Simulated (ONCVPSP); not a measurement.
# phosphorus (P), ONCV: configuration errors across variants

```json
{
 "Element": "P (Z = 15)",
 "Generator": "ONCVPSP 4.0.1",
 "Type": "optimised norm-conserving Vanderbilt (ONCV)",
 "Functional": "PBE",
 "Relativity": "scalar-relativistic",
 "Frozen core": "[Ne]",
 "Valence charge": "5",
 "Reference configuration": "3s2 3p1.5 (charge +1.5)",
 "Partial waves": "3s: rc 1.30 bohr, ncon 4, nbas 7, qcut 4.1 1/bohr, 2 projectors, debl 2.1 Ha; 3p: rc 1.30 bohr, ncon 4, nbas 7, qcut 5.4 1/bohr, local",
 "Local potential": "the p channel",
 "Core correction": "polynomial model core, fcfact 0.4"
}
```

All-electron excitation energies from the reference (eV): (1) 3s2 3p3 -18.045; (2) 3s2 3p2 -8.315; (3) 3s2 3p1 10.832; (4) 3s2 3p0 40.571.

Errors AE − PS in meV (a dash: test not solved or not reliable):

| change | (1) | (2) | (3) | (4) | bound ghosts | GHOST(+) flags above zero |
| --- | --- | --- | --- | --- | --- | --- |
| base | +9.6 | +1.9 | +1.5 | +20 | none | s |
| p: qcut 3.2 | +9.6 | +1.9 | +1.5 | +20 | none | s |
| p: qcut 4 | +9.6 | +1.9 | +1.5 | +20 | none | s |
| p: qcut 4.3 | +9.6 | +1.9 | +1.5 | +20 | none | s |
| p: qcut 4.9 | +9.6 | +1.9 | +1.5 | +20 | none | s |
| p: qcut 5.8 | +9.7 | +1.9 | +1.5 | +20 | none | s |
| p: qcut 6.1 | +9.7 | +1.9 | +1.5 | +20 | none | s |
| p: qcut 7.6 | +10 | +1.9 | +1.5 | +18 | none | s |
| p: qcut 8 | +10 | +1.9 | +1.5 | +18 | none | s |

Q: Give the same row for: p: qcut 6.8.

A: +9.8, +1.9, +1.5, +19; bound ghosts: none; GHOST(+) flags above zero: s.
